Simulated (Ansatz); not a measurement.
Consider the formal exchange of groups at the Se–C bond: `[CH3][AlH][C](=N)[SeH]` + `[SeH][SiH]([SeH])[SeH]` → `[SeH][Si]([SeH])([SeH])[SeH]` + `[CH3][AlH][CH]=N`.

Isolated molecules relaxed with PBE0-D4/def2-TZVP in Ansatz; ΔE leaves out vibrations. CBS: MP2 limit from def2 TZ/QZ plus the TZ coupled-cluster correction, frozen cores. DFT in def2-TZVPP. B3LYP here is the variant with VWN-RPA as its local correlation; programs differ in this. For Se outer-core shells are correlated without core-valence functions, which leaves a few kJ/mol of doubt a bond. Scalar relativity is left out up to krypton. Each species was taken in one conformer, which may not be the lowest.

```json
{"level": "PBE-D4", "ΔE (kcal/mol)": "-13.8", "difference from CCSD(T)/CBS": "2.8"}
{"level": "r2SCAN-D4", "ΔE (kcal/mol)": "-13.3", "difference from CCSD(T)/CBS": "3.3"}
{"level": "PBE0-D4", "ΔE (kcal/mol)": "-16.0", "difference from CCSD(T)/CBS": "0.6"}
{"level": "B3LYP-D4", "ΔE (kcal/mol)": "-15.2", "difference from CCSD(T)/CBS": "1.4"}
{"level": "ωB97X-V", "ΔE (kcal/mol)": "-16.2", "difference from CCSD(T)/CBS": "0.4"}
{"level": "ωB97M-V", "ΔE (kcal/mol)": "-16.8", "difference from CCSD(T)/CBS": "-0.2"}
{"level": "B2PLYP", "ΔE (kcal/mol)": "-14.6", "difference from CCSD(T)/CBS": "2.0"}
{"level": "PBE", "ΔE (kcal/mol)": "-12.8", "difference from CCSD(T)/CBS": "3.8"}
{"level": "r2SCAN", "ΔE (kcal/mol)": "-13.1", "difference from CCSD(T)/CBS": "3.5"}
{"level": "PBE0", "ΔE (kcal/mol)": "-15.0", "difference from CCSD(T)/CBS": "1.6"}
{"level": "B3LYP", "ΔE (kcal/mol)": "-13.5", "difference from CCSD(T)/CBS": "3.1"}
{"level": "HF/def2-TZVPP", "ΔE (kcal/mol)": "-16.9", "difference from CCSD(T)/CBS": "-0.3"}
{"level": "MP2/def2-TZVPP", "ΔE (kcal/mol)": "-16.7", "difference from CCSD(T)/CBS": "-0.1"}
{"level": "SCS-MP2/def2-TZVPP", "ΔE (kcal/mol)": "-16.1", "difference from CCSD(T)/CBS": "0.5"}
{"level": "CCSD/def2-TZVPP", "ΔE (kcal/mol)": "-16.0", "difference from CCSD(T)/CBS": "0.6"}
{"level": "CCSD(T)/def2-TZVPP", "ΔE (kcal/mol)": "-15.4", "difference from CCSD(T)/CBS": "1.2"}
{"level": "HF/def2-QZVPP", "ΔE (kcal/mol)": "-16.7", "difference from CCSD(T)/CBS": "-0.1"}
{"level": "MP2/def2-QZVPP", "ΔE (kcal/mol)": "-17.2", "difference from CCSD(T)/CBS": "-0.6"}
{"level": "SCS-MP2/def2-QZVPP", "ΔE (kcal/mol)": "-16.6", "difference from CCSD(T)/CBS": "0.0"}
{"level": "HF/CBS(def2)", "ΔE (kcal/mol)": "-16.7", "difference from CCSD(T)/CBS": "-0.1"}
{"level": "MP2/CBS(def2)", "ΔE (kcal/mol)": "-17.8", "difference from CCSD(T)/CBS": "-1.2"}
{"level": "CCSD/CBS(def2)", "ΔE (kcal/mol)": "-17.2", "difference from CCSD(T)/CBS": "-0.6"}
{"level": "CCSD(T)/CBS", "ΔE (kcal/mol)": "-16.6", "difference from CCSD(T)/CBS": "0"}
```

Largest T1 diagnostic among the species: 0.012.

From PBE to PBE0 (25 % exact exchange), in def2-TZVPP and without D4, ΔE moves by −2.2 kcal/mol. The D4 term adds −1.7 kcal/mol with B3LYP and −0.9 kcal/mol with PBE0; it sums over pairs of atoms, weighted by their polarisabilities, and B3LYP, whose exchange is more repulsive, gets the larger term.
